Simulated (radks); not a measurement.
Initial-state core-level shifts of the lead ion Pb+ when its valence configuration changes from [Hg] 6p1. All-electron calculation, scalar-relativistic Kohn-Sham, r2SCAN, spin-polarised, spherical densities, finite nucleus; open shells are filled with parallel spins first (spin-orbit coupling, left out, can overturn this in heavy ions); meta-GGA in the generalised Kohn-Sham scheme; Fermi nuclear charge, rms radius 5.5012 fm. Program: a radial shooting solver on a logarithmic mesh with Libxc functionals. Shifts are changes of the shell-averaged eigenvalues in eV (positive: less bound); the change of the density at the nucleus, which sets a Mossbauer isomer shift, is in e/bohr^3, on a base of 2.954e+06.

valence                         1s       2s       3p       5p  density at nucleus
[Xe] 4f13 5d10 6s2 6p2     -20.792  -22.337  -24.340   -9.063              +290.1
[Xe] 4f14 5d10 6s1 6p2      -1.564   -1.526   -1.544   -1.569              -284.6
[Xe] 4f14 5d9 6s1 6p3       -7.634   -7.765   -7.709   -6.860              -228.8
[Xe] 4f14 5d9 6s2 6p2       -6.274   -6.434   -6.360   -5.504               +80.3
[Xe] 4f14 5d8.5 6s2 6p2.5   -9.393   -9.642   -9.524   -8.184              +121.2
[Xe] 4f14 5d9.5 6s2 6p1.5   -3.146   -3.222   -3.188   -2.779               +39.7
[Xe] 4f12 5d9 6s1 6p5      -50.960  -54.325  -58.261  -25.587              +315.8
[Xe] 4f14 5d9.5 6s1.5 6p2   -3.917   -3.976   -3.950   -3.545              -105.3
[Xe] 4f11 5d9 6s1 6p6      -73.533  -78.663  -84.649  -34.919              +605.3
